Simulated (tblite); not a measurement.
Species: C₄H₅N₃S.
Cartesian coordinates in Å at the GFN2-xTB level; atoms count from 1:
```xyz
13
C4H5N3S angstrom
C      2.339    0.608    0.274
S      1.572   -1.015    0.015
C     -0.104   -0.584    0.157
C     -1.124   -1.550    0.026
N     -2.380   -1.203    0.138
N     -2.696    0.049    0.372
C     -1.728    0.928    0.490
N     -0.426    0.679    0.394
H      3.411    0.459    0.206
H      1.992    1.288   -0.497
H      2.059    0.977    1.255
H     -0.908   -2.589   -0.167
H     -2.012    1.954    0.683
```

Method: GFN2-xTB as coded in tblite; computed harmonic values from a numerical Hessian at the method's own geometry, unscaled. This tight-binding method is rough: wavenumbers can miss measured ones by several per cent, in bad cases by 10 to 20. One conformer, not necessarily the lowest.

Harmonic wavenumbers (cm⁻¹): 76.2, 82.9, 122.7, 167.5, 309.4, 316.8, 426.1, 433.5, 636.5, 734.0, 742.1, 754.0, 847.4, 908.7, 951.0, 952.9, 1036.1, 1073.3, 1125.3, 1207.2, 1220.2, 1282.0, 1311.2, 1377.1, 1423.6, 1429.1, 1464.7, 1525.9, 3046.5, 3052.9, 3067.2, 3069.2, 3088.1.

A = 4583, B = 1264, C = 997.2 MHz; mass 127.020 u (most abundant isotopes); point group Cs, symmetry number 1.

**Question.** Zero-point energy?

**Answer.** ½Σν̃ = 19631 cm⁻¹ = 56.13 kcal/mol.

**Question.** Entropy at 298.15 K, 1 bar (ideal gas, RRHO, classical rotation)?

**Answer.** Translation 40.46, rotation 28.41, vibration 19.86: S = 88.7 cal/(mol K).

**Question.** And Cp and H(298.15 K) − H(0)?

**Answer.** Cp = 28.98 cal/(mol K), of which vibrations give 21.03 (their classical limit is 33 R = 65.6); H(298.15 K) − H(0) = 5.53 kcal/mol without the zero-point energy, 3.16 from vibrations.

**Question.** How do the functions run with temperature in this model?

**Answer.** 
```tsv
T (K)	S (cal/(mol K))	Cp (cal/(mol K))	H − H(0) (kcal/mol)	G − H(0) (kcal/mol)	ln q(vib)
50	56.5	11.8	0.46	-2.36	0.25
100	65.9	15.6	1.15	-5.44	1.08
373.15	95.8	34.3	7.90	-27.85	6.00
500	107.0	42.0	12.76	-40.72	8.26
750	126.1	52.1	24.63	-69.92	12.57
1000	142.0	58.2	38.48	-103.49	16.58
```

q(vib) and H(0) count from the zero-point level.

**Question.** Blend soft modes into free rotors: weight 1/[1 + (100 cm⁻¹/ν̃)⁴] for the oscillator and the rest for a rotor with moment μB/(μ + B), μ = h/(8π²ν), B = 10⁻⁴⁴ kg m². What vibrational entropy results?

**Answer.** 18.56 cal/(mol K) in place of 19.86, which changes −T·S at 298.15 K by +0.39 kcal/mol.

**Question.** Which modes carry the vibrational entropy at 298.15 K?

**Answer.** 76.2 cm⁻¹: 3.99; 82.9 cm⁻¹: 3.82; 122.7 cm⁻¹: 3.06; 167.5 cm⁻¹: 2.46; 309.4 cm⁻¹: 1.37; 316.8 cm⁻¹: 1.33 cal/(mol K); the other 27 give 3.84 together.

Hindered rotation and anharmonicity are outside this model. Other conformers, if any are populated, would add a mixing term that is left out.
